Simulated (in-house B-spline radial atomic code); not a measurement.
# BP86 excitations of Se VII (Se6+)

Method: BP86. Computed with a B-spline radial code for spherical atoms: linear response of the closed shell [Ar] 3d10 with the functional's adiabatic kernel; non-relativistic, point nucleus, no spin-orbit coupling, no double excitations, S, P, D and F terms only. Only terms of natural parity with L up to 3 were computed.

Without relativity these are model numbers for so heavy an element.

Command:
```bash
python run_td.py task.json out
```
Settings (radii: box in bohr, nucleus in fm):
```
Z                        34
electrons                28
configuration            [Ar] 3d10
hamiltonian              nr
method                   b88,p86
box_radius               14.35
intervals                53
```

Cost of the run: 1.1 s on 1 thread of Arm Neoverse N1 (shared host).

The lowest states, in the order of their Tamm-Dancoff energies; the method's threshold (minus the highest occupied level) is 140.76 eV. Labels give the largest channel, * marks a mixed state, and oscillator strengths are full-response dipole values. Semilocal kernels can invert the small singlet-triplet splittings of Rydberg terms. Energies in eV:

```json
{"state": "3d → 4s 3D", "full response": "?", "Tamm-Dancoff": "?", "oscillator strength": "-"}
{"state": "3d → 4s 1D", "full response": "53.28", "Tamm-Dancoff": "53.29", "oscillator strength": "-"}
{"state": "3d → 4p 3P", "full response": "66.75", "Tamm-Dancoff": "66.77", "oscillator strength": "-"}
{"state": "3d → 4p 3F", "full response": "66.90", "Tamm-Dancoff": "66.92", "oscillator strength": "-"}
{"state": "3d → 4p 1F", "full response": "67.35", "Tamm-Dancoff": "67.35", "oscillator strength": "-"}
{"state": "3d → 4p 1P", "full response": "68.57", "Tamm-Dancoff": "68.65", "oscillator strength": "0.548"}
{"state": "3d → 4d 3S", "full response": "88.47", "Tamm-Dancoff": "88.51", "oscillator strength": "-"}
{"state": "3d → 4d 3D", "full response": "89.33", "Tamm-Dancoff": "89.34", "oscillator strength": "-"}
{"state": "3d → 4d 1D", "full response": "?", "Tamm-Dancoff": "?", "oscillator strength": "-"}
{"state": "3d → 4d 1S", "full response": "95.16", "Tamm-Dancoff": "95.88", "oscillator strength": "-"}
```

**Question.** Where does 3d → 4s 3D lie?

**Answer.** At 52.61 eV in full response, 52.62 eV in Tamm-Dancoff.

**Question.** Where does 3d → 4d 1D lie?

**Answer.** At 89.99 eV in full response, 90.01 eV in Tamm-Dancoff.

**Question.** How large is the singlet-triplet splitting of 3d → 4s (D terms) in Tamm-Dancoff?

**Answer.** 0.666 eV, from the unrounded values.

**Question.** What polarisabilities and dispersion coefficient does the method give?

**Answer.** Dipole 0.3807 bohr³, quadrupole 0.3584 bohr⁵, C6 0.5577 hartree·bohr⁶ for two such species.
